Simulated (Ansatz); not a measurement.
Reaction: C2H4Cl2 (SMILES ClCCCl) → C2H4Cl2 (1,1-dichloroethane, SMILES CC(Cl)Cl)
Each species at its own B3LYP-D3(BJ)/def2-TZVP minimum (Ansatz, a program for electronic structure), one conformer.

Total energies in hartree (Ansatz). UHF or UKS for unpaired electrons; spin-orbit terms are left out. Correlated methods leave the cores frozen. No relativity.

| species | HF/cc-pV(T+d)Z | CCSD(T)/cc-pV(T+d)Z | HF/cc-pV(Q+d)Z | CCSD(T)/cc-pV(Q+d)Z | CCSD(T)/cc-pV(D+d)Z | CCSDT(Q)/cc-pV(D+d)Z |
|---|---|---|---|---|---|---|
| 1: C2H4Cl2 (SMILES ClCCCl) | -997.13711 | -997.94630 | -997.14940 | -998.01734 | -997.71164 | -997.71381 |
| 2: C2H4Cl2 (SMILES CC(Cl)Cl) | -997.13225 | -997.94522 | -997.14459 | -998.01635 | -997.71115 | -997.71329 |

Q: Work out the isomerisation energy (electronic) in kJ/mol: take Hartree-Fock from cc-pV(Q+d)Z, extrapolate the CCSD(T) correlation energy as X^-3 (X = 3, 4), and add CCSDT(Q) - CCSD(T) in cc-pV(D+d)Z. 1 hartree = 2625.5 kJ/mol.

A: 
Species 1: correlation (64·(-0.86794) - 27·(-0.80919))/37 = -0.91081; step -0.00217; E1 = -997.14940 + (-0.91081) + (-0.00217) = -998.06238
Species 2: correlation (64·(-0.87176) - 27·(-0.81297))/37 = -0.91466; step -0.00214; E2 = -997.14459 + (-0.91466) + (-0.00214) = -998.06139
-1·E1 +1·E2 = 0.00099 hartree = 2.6 kJ/mol.
